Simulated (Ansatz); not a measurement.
The same path of Cl2GeH2 + H (6 atoms, charge 0, multiplicity 2) was run 3 times with different band settings. Lost on the way: Ge1–H2. Made: H2–H6.

These are results of UKS PBE-D4/def2-SVP (Ansatz 0.2.0), not measurements.

Relaxed end points:

```xyz
6
Properties=species:S:1:pos:R:3
Ge -0.007 -0.012 -0.056
H 0.027 0.047 1.499
Cl 2.035 0.000 -0.788
Cl -1.017 1.762 -0.788
H -0.719 -1.247 -0.656
H -0.002 -0.003 3.355
```

```xyz
6
Properties=species:S:1:pos:R:3
Ge -0.001 -0.003 -0.372
H 0.014 0.024 2.733
Cl 2.051 0.004 -1.132
Cl -1.021 1.778 -1.132
H -0.719 -1.246 -1.033
H -0.006 -0.010 3.502
```

Common settings: movable images 7; spring 5.0 eV/Å²; force threshold 0.05 eV/Å; iteration limit 60; end points relaxed.

| run | climbing image | optimiser | start path |
| --- | --- | --- | --- |
| 1 | yes | quadratic models (default) | through a guess of the saddle point |
| 2 | yes | quadratic models (default) | straight line |
| 3 | from the first iteration | fire | through a guess of the saddle point |

Question: What does each run give, and how far can it be trusted?

Answer: Run 1: converged after 9 iterations, highest image 0.000 eV above the first end. The highest image is an end point: on this band no image between the ends rises above it. A vibrational analysis next to that end finds imaginary modes (270i cm⁻¹), so it isn't a minimum.
Run 2: converged after 12 iterations, highest image 0.000 eV above the first end. The highest image is an end point: on this band no image between the ends rises above it.
Run 3: converged after 44 iterations, highest image 0.000 eV above the first end. The highest image is an end point: on this band no image between the ends rises above it.
